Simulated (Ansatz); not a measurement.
Ansatz (a program for electronic structure) input (RI-MP2/cc-pVQZ):
A basis named .json is the Basis Set Exchange file of that set.

Ansatz 0.2 input:
```yaml
crystal:
  periodic: [false, false, false]
  atoms:
    - {symbol: C, position_ang: [-2.52971093, 0.05714897, -0.39430108]}
    - {symbol: C, position_ang: [-1.33455279, -0.62405913, 0.26435911]}
    - {symbol: C, position_ang: [-0.01600221, -0.01635351, 0.03044103]}
    - {symbol: O, position_ang: [-0.00418030, 1.19155242, -0.37852481]}
    - {symbol: C, position_ang: [1.24785494, -0.74800677, 0.25943247]}
    - {symbol: C, position_ang: [2.52233321, 0.08806350, 0.24169161]}
    - {symbol: H, position_ang: [-2.63704868, 1.08833915, -0.06303740]}
    - {symbol: H, position_ang: [-2.43609655, 0.04944614, -1.47989648]}
    - {symbol: H, position_ang: [-3.43660476, -0.48184017, -0.12816194]}
    - {symbol: H, position_ang: [-1.43489300, -0.61069924, 1.36369638]}
    - {symbol: H, position_ang: [-1.25954720, -1.68842051, 0.02161593]}
    - {symbol: H, position_ang: [1.13171233, -1.31513339, 1.18893125]}
    - {symbol: H, position_ang: [1.26856386, -1.52299558, -0.52170699]}
    - {symbol: H, position_ang: [3.38177233, -0.55646580, 0.41545845]}
    - {symbol: H, position_ang: [2.52369684, 0.84527644, 1.02813173]}
    - {symbol: H, position_ang: [2.69267191, 0.56600518, -0.72741104]}
    - {symbol: H, position_ang: [0.89968193, 1.55331009, -0.47916017]}
basis:
  gaussian:
    orbitals: cc-pVQZ
    fitting: {mean_field: def2-universal-jkfit, correlation: cc-pVQZ-RIFIT.json}
total_charge: 1
magnetization: {spin_polarized: false}
correlation: {method: mp2, electrons: outside_noble_gas}
```

Output:

```
Functional definition: HF
integrals: 1.64 GiB planned
650 factors; integrals over basis functions are off by at most 3.9e0 eV
1.56 GiB of device memory are held for the factors and their scratch space
mean field: 3.58 GiB planned
mean field evaluation 1: about -7353.6218 eV, gradient 5.4e1 eV
mean field evaluation 2: about -7359.1519 eV, gradient 2.4e1 eV
mean field evaluation 4: about -7360.3313 eV, gradient 2.1e0 eV
mean field evaluation 8: about -7360.3429 eV, gradient 1.8e-6 eV
mean field -7360.34291965 eV, -270.4876132774 hartree, gradient 1.8e-6 eV, S^2 0.000000; 0 other end points of the search recorded, 0 dependent functions left out
6 core orbitals not correlated
1397 factors; their error is unknown
reference -7360.34291965 eV, -270.4876132774 hartree; 18, 18 occupied and 636, 636 virtual orbitals, 1397 factors
second order -31.21622952 eV of doubles, -0.00000000 eV of singles
Total energy: -7391.55914916 eV, -271.6347885530 hartree
```

It need not be the lowest isomer of its formula.
